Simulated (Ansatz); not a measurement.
The cluster TaSe₂⁺. Charge 1, multiplicity 1. Geometry relaxed at r2SCAN-D4/def2-TZVP.

```
atom    x (Å)    y (Å)    z (Å)
 Ta1   0.0384   0.4759   0.7770
 Se2  -0.8177   1.1547  -1.2021
 Se3   0.7793  -1.6307   0.4251
```

In the def2 sets Ta takes a core potential; there is no spin–orbit coupling. The relaxation made no stability test and no search for a lower SCF solution. The structure comes from a short search, and lower isomers may exist.

(1) Estimate the harmonic wavenumbers at RKS r2SCAN-D4/def2-TZVP (Ansatz, unscaled). Is this a minimum?

Results:

(1) 126, 362, 365 cm⁻¹. Yes, no mode is imaginary beyond noise. Zero-point energy 5.1 kJ/mol. Run time 11 s (4 threads of AMD EPYC 7B13 on a shared host).
